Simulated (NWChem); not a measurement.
# AlH3O; SMILES [OH][AlH2]

```xyz
5

Al     0.0000    -0.0415     0.5606
H      0.0000     1.4071     1.2134
H      0.0000    -1.3917     1.3819
O      0.0000    -0.2183    -1.1343
H      0.0000     0.4908    -1.7790
```
Atoms are numbered in this order, from 1.

All runs: NWChem. Pople sets run with spherical d functions. STO-3G and 3-21G are far too small for this property and stand as cheap habits. Geometry: optimised at PBE0/def2-SVP. GIAO values for the isolated, static molecule; σ is the absolute isotropic shielding, δ = σ(reference) − σ with the isolated reference molecule computed at the same levels (1H: tetramethylsilane, 17O: water).

| level | σ Al1 (ppm) | δ H2 (ppm) | δ H3 (ppm) | δ O4 (ppm) | δ H5 (ppm) | relative time |
|---|---|---|---|---|---|---|
| Hartree-Fock/STO-3G | 439.6 | 2.06 | 2.45 | -21.6 | -1.30 | 1 |
| PBE/pcSseg-1 | 357.2 | 4.88 | 4.61 | 106.9 | 3.56 | 7 |
| B3LYP/6-311G** | 373.7 | 4.89 | 4.67 | 93.4 | 2.92 | 20 |

Times are rough ratios from one shared machine.
